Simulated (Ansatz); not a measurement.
```yaml
crystal:
  periodic: [false, false, false]
  atoms:
    - {symbol: C, position_ang: [2.195898, 2.332059, -1.051312]}
    - {symbol: N, position_ang: [2.167360, -0.407731, -0.779182]}
    - {symbol: Si, position_ang: [-0.004302, -2.238067, 0.385966]}
    - {symbol: Se, position_ang: [-4.399521, -0.352465, 0.693774]}
    - {symbol: H, position_ang: [0.199996, 3.443477, -0.945881]}
    - {symbol: H, position_ang: [3.565052, 3.143963, -1.553497]}
    - {symbol: H, position_ang: [0.347926, -3.214584, 2.573527]}
    - {symbol: H, position_ang: [-0.343803, -4.076708, -2.200990]}
    - {symbol: H, position_ang: [-3.231413, 0.532027, 3.463356]}
basis:
  gaussian: {orbitals: aug-cc-pVTZ, fitting: {mean_field: cc-pVTZ-jkfit}}
hamiltonian: {xc: {name: wB97X-V}, pseudopotentials: {relativity: scalar}}
```

```sh
$ ansatz run in.yaml --threads 4 --pin off --events-out ev --progress --plain --max-ram 10444MiB
```

Output, abridged:

```
Functional definition: wB97X-V
636 factors; integrals over basis functions are off by at most 8.0e-1 eV
636 factors; integrals over basis functions are off by at most 7.0e-3 eV
mean field evaluation 1: about -76373.1967 eV, gradient 9.6e1 eV
mean field evaluation 2: about -76099.3765 eV, gradient 1.9e2 eV
mean field evaluation 4: about -76249.5929 eV, gradient 1.7e2 eV
mean field evaluation 8: about -76407.0618 eV, gradient 4.5e0 eV
mean field evaluation 16: about -76407.3713 eV, gradient 9.1e-2 eV
mean field evaluation 32: about -76407.3726 eV, gradient 1.7e-5 eV
mean field -76407.37255990 eV, -2807.9191507990 hartree, gradient 1.7e-5 eV, S^2 0.000000; 6 other end points of the search recorded, 0 dependent functions left out
reference -76407.37255332 eV, -2807.9191505572 hartree; 33, 33 occupied and 283, 283 virtual orbitals, 636 factors
Total energy: -76407.37255332 eV, -2807.9191505572 hartree
Relativity: scalar
```

What is wrong with this run?

The coordinates are in bohr but typed as ångström. The calculation finished and met its thresholds. The result belongs to that input, not to the molecule as meant.
